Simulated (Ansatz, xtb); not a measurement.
# Ranking isomers of C6H5N

6 gas-phase structures of C6H5N, from a drawn sample of its isomers (lower ones may exist). Each was relaxed with GFN2-xTB:

A. `N#CC1C=CC=C1`, a singlet
B. `N#C/C=C1/C=CC1`, a singlet
C. `N#CC1=CCC=C1`, a singlet
D. `C=C1CC=C1C#N`, a singlet
E. `N#C/C=C1\C=CC1`, a singlet
F. `N#CC1=CC=CC1`, a singlet

Q: Which do you expect lowest at r2SCAN-D4/def2-SVP//GFN2-xTB, and how would the others follow?

A: Calculated order at r2SCAN-D4/def2-SVP//GFN2-xTB: F (0.0), C (10.7), A (44.0), B (124.9), E (126.0), D (131.3) kJ/mol. Less than 1 kcal/mol parts B and E, so the order within that pair means little.

Energies above the lowest of each column, in kJ/mol; the last columns are at r2SCAN-D4/def2-SVP geometries and were run for some of them only (a dash: not run or not comparable):

```
structure  GFN2-xTB  HF/STO-3G  r2SCAN-D4/def2-SVP//GFN2-xTB  r2SCAN-D4/def2-SVP  CCSD(T)/def2-SVP + ΔMP2/def2-TZVPP
        F       0.0        0.0                           0.0                 0.0                                 0.0
        C       8.3        2.6                          10.7                10.6                                 5.6
        A      27.8       31.9                          44.0                42.0                                24.6
        B     119.9      139.8                         124.9                   –                                   –
        E     120.4      140.1                         126.0                   –                                   –
        D     122.7      141.8                         131.3                   –                                   –
```

Every level run on F puts it lowest or level with the lowest. Frequencies (GFN2-xTB) were run for A, C, F alone. ΔMP2 is the change of the MP2 energy from the smaller to the larger basis.

Over these structures GFN2-xTB departs from r2SCAN-D4/def2-SVP//GFN2-xTB by 4.0 kJ/mol on average once a common shift is removed. A GFN2-xTB relaxation took about 0.066 s and the r2SCAN-D4/def2-SVP//GFN2-xTB energy about 1.4 s on a shared host (Ansatz 0.2.0, xtb 6.7.1).
